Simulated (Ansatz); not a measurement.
`[NH2][Ga]([F])[GeH3]`: the same geometry under several functionals.

```yaml
crystal:
  periodic: [false, false, false]
  atoms:
    - {symbol: N, position_ang: [0.548807, 1.933127, -0.617231]}
    - {symbol: Ga, position_ang: [0.714576, 0.162071, -0.312195]}
    - {symbol: F, position_ang: [2.302922, -0.426286, -0.809840]}
    - {symbol: Ge, position_ang: [-0.862881, -1.407380, 0.631595]}
    - {symbol: H, position_ang: [-0.272467, 2.473160, -0.408287]}
    - {symbol: H, position_ang: [1.286264, 2.486911, -1.019734]}
    - {symbol: H, position_ang: [-1.177334, -2.516450, -0.383270]}
    - {symbol: H, position_ang: [-0.276519, -2.052436, 1.896040]}
    - {symbol: H, position_ang: [-2.174970, -0.699017, 1.005821]}
basis:
  gaussian: {orbitals: def2-TZVPP}
hamiltonian: {xc: {name: BLYP}, dispersion: d4}
output: {orbitals: {seedname: orbitals}}
```

```sh
$ ansatz run in.yaml --threads 4 --pin off --events-out ev --progress --plain --max-ram 10444MiB
```

Shortened log:

```
Functional definition: BLYP
1332 factors; their error is unknown
mean field evaluation 1: about -113175.4119 eV, gradient 9.9e1 eV
mean field evaluation 2: about -113085.9476 eV, gradient 2.1e2 eV
mean field evaluation 4: about -113190.6414 eV, gradient 1.8e1 eV
mean field evaluation 8: about -113191.2553 eV, gradient 1.4e-1 eV
mean field evaluation 16: about -113191.2264 eV, gradient 1.2e-4 eV
mean field -113191.22637294 eV, -4159.7008454368 hartree, gradient 3.0e-5 eV, S^2 0.000000; 0 other end points of the search recorded, 0 dependent functions left out
reference -113191.22674712 eV, -4159.7008591874 hartree; 42, 42 occupied and 186, 186 virtual orbitals, 1332 factors
Total energy: -113191.58796774 eV, -4159.7141338006 hartree
```

Hardware: 4 threads of an Arm Neoverse V2 on a shared host. Wall time 1.6 s, peak host memory 0.3 GiB.

Changing it to `hamiltonian: {xc: {name: B97M-V}}` (abridged; 7.5 s):

```
Functional definition: B97M-V
mean field evaluation 16: about -113166.8182 eV, gradient 1.3e-4 eV
mean field -113166.81822728 eV, -4158.8038626281 hartree, gradient 4.1e-5 eV, S^2 0.000000
Total energy: -113166.81829136 eV, -4158.8038649831 hartree
```

With the line `hamiltonian: {xc: {name: B3LYP}, dispersion: d4}` and forces (abridged; 3.7 s):

```
Functional definition: B3LYP
mean field evaluation 16: about -113191.4799 eV, gradient 7.6e-5 eV
mean field -113191.47988946 eV, -4159.7101619968 hartree, gradient 7.6e-5 eV, S^2 0.000000
Total energy: -113191.75699760 eV, -4159.7203455334 hartree
Atom 0 force    -0.012023     0.185794    -0.033737 eV/Å
Atom 1 force    -0.171379    -0.086488     0.086026 eV/Å
Atom 2 force     0.256042    -0.090125    -0.081423 eV/Å
Atom 3 force    -0.054545    -0.059041     0.032920 eV/Å
Atom 4 force    -0.000194     0.028947    -0.005938 eV/Å
Atom 5 force    -0.003126     0.034895    -0.006521 eV/Å
Atom 6 force    -0.005284    -0.007817     0.000096 eV/Å
Atom 7 force    -0.002404    -0.006126     0.005913 eV/Å
Atom 8 force    -0.007088    -0.000038     0.002665 eV/Å
Dipole moment:    -0.464835     0.292928     0.121028 e Å
```

Changing it to `hamiltonian: {xc: {name: LC-wPBE}}` (abridged; 2.1 s):

```
Functional definition: LC-wPBE
mean field evaluation 16: about -113172.2123 eV, gradient 4.4e-5 eV
mean field -113172.21228578 eV, -4159.0020906216 hartree, gradient 4.4e-5 eV, S^2 0.000000
Total energy: -113172.21228578 eV, -4159.0020906219 hartree
```

The same input with `hamiltonian: {xc: lda}` (abridged; 1 s):

```
Functional definition: SPW92
mean field evaluation 16: about -112989.9828 eV, gradient 1.7e-4 eV
mean field -112989.98277453 eV, -4152.3052796029 hartree, gradient 5.1e-5 eV, S^2 0.000000
Total energy: -112989.98281646 eV, -4152.3052811437 hartree
```

The same input with `hamiltonian: {xc: {name: B2PLYP}}` (abridged; 4.5 s):

```
Functional definition: B2PLYP
mean field evaluation 16: about -113157.5636 eV, gradient 4.6e-4 eV
mean field -113157.56359775 eV, -4158.4637612658 hartree, gradient 1.9e-6 eV, S^2 0.000000
20 core orbitals not correlated: weight in the atoms' cores, before any rotation towards them, 1.000 or more for the frozen orbitals, at most 0.000 for the correlated occupied ones
second order -31.62198205 eV of doubles, -0.00000000 eV of singles
Total energy: -113166.10171181 eV, -4158.7775311703 hartree
```

B3LYP takes the VWN-RPA correlation (the form of Gaussian; ORCA's B3LYP/G).
